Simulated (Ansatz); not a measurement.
Ansatz (an electronic-structure program) input:

Ansatz 0.2 input:
```yaml
crystal:
  periodic: [false, false, false]
  atoms:
    - {symbol: C, position_ang: [-1.70345816, -0.82158574, -0.42605077]}
    - {symbol: C, position_ang: [-0.57951860, 0.05057871, 0.16201849]}
    - {symbol: C, position_ang: [-0.52169045, 1.42769907, -0.49865260]}
    - {symbol: C, position_ang: [0.69230231, -0.73077476, -0.00652922]}
    - {symbol: O, position_ang: [1.86069893, 0.06915361, 0.67621405]}
    - {symbol: H, position_ang: [-2.65467468, -0.30859008, -0.29303817]}
    - {symbol: H, position_ang: [-1.77366522, -1.79206422, 0.06621758]}
    - {symbol: H, position_ang: [-1.55782401, -0.98073214, -1.49585457]}
    - {symbol: H, position_ang: [-0.77544493, 0.15857401, 1.23661376]}
    - {symbol: H, position_ang: [-0.35550657, 1.33457491, -1.57377631]}
    - {symbol: H, position_ang: [0.26553022, 2.06089505, -0.08740342]}
    - {symbol: H, position_ang: [-1.46813513, 1.94616339, -0.35210667]}
    - {symbol: H, position_ang: [0.69901426, -1.69909476, 0.48738837]}
    - {symbol: H, position_ang: [1.04608912, -0.78957378, -1.03264474]}
    - {symbol: H, position_ang: [2.72140072, -0.38873599, 0.66588578]}
    - {symbol: H, position_ang: [1.64181404, 0.34985113, 1.58429050]}
basis:
  gaussian:
    orbitals: def2-TZVPD
hamiltonian:
  xc: {name: PBE0}
total_charge: 1
output: {forces: true}
```

Q: What final total energy does it print?

A: -233.79104 Eh (PBE0/def2-TZVPD). The basis has 287 functions.

It need not be the lowest isomer of its formula.
